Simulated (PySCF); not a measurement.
# KS⁺ from Hartree–Fock to correlated methods

State: ³Σ⁻ (triplet), unpaired electrons π ↑↑. Set-up: basis K aug-pcseg-1, S aug-pcseg-1; no relativity; PySCF 2.14. De refers to K⁺ + S in their high-spin ground configurations, without counterpoise correction. The functionals are run spin-unrestricted. A positive dipole points towards S; it is taken about the centre of mass and depends on that origin.

```
      Level  Re (Å)  ωe (cm⁻¹)  De (eV)  μ (D)
        UHF   3.457        105    0.298  -6.24
    UHF-MP2   3.411        110    0.357    n/a
UHF-SCS-MP2   3.424        109    0.350    n/a
   UHF-CCSD   3.425        109    0.355    n/a
UHF-CCSD(T)   3.425        109    0.358    n/a
        PBE   3.331        114    0.359  -5.64
     revPBE   3.412        103    0.316  -5.88
       TPSS   3.346        111    0.339  -5.74
     r²SCAN   3.345        113    0.339  -5.80
       PBE0   3.325        116    0.349  -5.73
     B2PLYP   3.366        112    0.340  -5.91
```

(1) Which functional lies closest to UHF-CCSD(T) in De, which farthest, and by how much do they differ from it?

(2) What does a quarter of exact exchange do here, going from PBE to PBE0?

(3) What does the step from GGA to meta-GGA do here, going from PBE to r²SCAN?

Correlated steps freeze 10 core orbitals. The bond is weak. Basis-set superposition, not corrected here, can be much of De in a small basis, most of all at correlated wavefunction levels. For an ion De counts to the pair picked by the measured ionisation energies or electron affinities, which need not be the lowest pair at this level. B2PLYP dipoles, levels and charges come from its SCF part alone. The state is the lowest determinant that a PBE0 search found; another state may lie lower at other levels.

The whole job (state search and all levels along the bond) took about 3.9 min on 1 thread of Arm Neoverse N1 (shared host), peak memory 0.81 GiB.

Results:

(1) Closest is PBE (-9.4 pm in Re, +4.6 % in ωe, +0.00 eV in De against UHF-CCSD(T) in the same basis), farthest revPBE (-1.3 pm in Re, -5.5 % in ωe, -0.04 eV in De). CCSD(T) converges more slowly with the basis than the functionals do and binds too weakly in this one, so the order can change at the basis-set limit.

(2) PBE0 less PBE: -0.6 pm in Re, +1.8 % in ωe, -0.01 eV in De. Exact exchange removes part of the self-interaction that spreads semilocal densities, and in most molecules shortens and stiffens the bond and lowers De; so it does here.

(3) r²SCAN less PBE: +1.4 pm in Re, -0.9 % in ωe, -0.02 eV in De.
